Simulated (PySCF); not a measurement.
**Ta: excitation energy**

Ta [Xe] 4f14 5d3 6s2 (4F) → Ta [Xe] 4f14 5d3 6s1 7s1 (6F), as a difference of total energies. Calculation: PySCF 2.14, in aug-cc-pwCVDZ-PP with ECP60MDF; scalar relativity through the core potential. Correlated levels: valence and next inner shell: nothing frozen outside the core potential. The calculations carry no spin-orbit coupling.

```tsv
method	excitation energy (eV)
UHF	3.502
MP2 (valence and next inner shell)	4.764
SCS-MP2 (valence and next inner shell)	4.941
CCSD (valence and next inner shell)	4.775
CCSD(T) (valence and next inner shell)	4.926
```

Task: How much does correlation contribute at CCSD(T) (valence and next inner shell)?

Result: 4.926 − (3.502) = 1.424 eV, measured against UHF.

The promoted electron is Rydberg-like, and one or two diffuse shells describe it only roughly, which tends to raise the upper state.
